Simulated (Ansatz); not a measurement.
Basis-set series for CCl3NOSn, SMILES `O=C=[N][Sn]([Cl])([Cl])[Cl]`. Total charge 0; spin multiplicity 1. Sn: def2 effective core potential. Geometry: relaxed with PBE0-D4/def2-TZVP. It is one conformer, not always the lowest.

| functional | basis | functions | energy (Eh) | HOMO (eV) | LUMO (eV) |
| --- | --- | --- | --- | --- | --- |
| PBE0-D4 | def2-SVP | 122 | -1761.94970 | -9.22 | -2.93 |
| PBE0-D4 | def2-QZVPP | 463 | -1762.68990 | -9.32 | -3.06 |
| ωB97M-V | def2-SVP | 122 | -1762.42524 | -11.41 | -0.73 |
| ωB97M-V | def2-QZVPP | 463 | -1763.16113 | -11.58 | -1.02 |

Q: Give the rows for def2-TZVPP. (An estimate is asked.)

A: The calculation gave: 
| functional | basis | functions | energy (Eh) | HOMO (eV) | LUMO (eV) |
| --- | --- | --- | --- | --- | --- |
| PBE0-D4 | def2-TZVPP | 269 | -1762.63817 | -9.30 | -3.03 |
| ωB97M-V | def2-TZVPP | 269 | -1763.11221 | -11.55 | -0.94 |

Results of the Gaussian-basis code of Ansatz.
